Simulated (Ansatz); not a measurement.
ClFGaH₃Si (`[F][Ga]([SiH3])[Cl]`). The species carries charge 0 and has multiplicity 1.

| atom | x (Å) | y (Å) | z (Å) |
| --- | --- | --- | --- |
| F1 | 2.1960 | -1.4828 | -0.0437 |
| Ga2 | 0.9426 | -0.4904 | 0.6744 |
| Si3 | -0.8305 | 0.4200 | -0.6483 |
| Cl4 | 1.2370 | -0.2431 | 2.7768 |
| H5 | -1.7451 | 1.1985 | 0.2215 |
| H6 | -0.2384 | 1.2982 | -1.6886 |
| H7 | -1.5616 | -0.7003 | -1.2920 |

**Question.** List the harmonic frequencies (cm⁻¹, unscaled) at PBE0-D4/def2-TZVP in Ansatz. (Best estimate.)

**Answer.** The calculation gave: 13, 83, 128, 167, 322, 434, 477, 499, 677, 851, 931, 935, 2231, 2247, 2254.
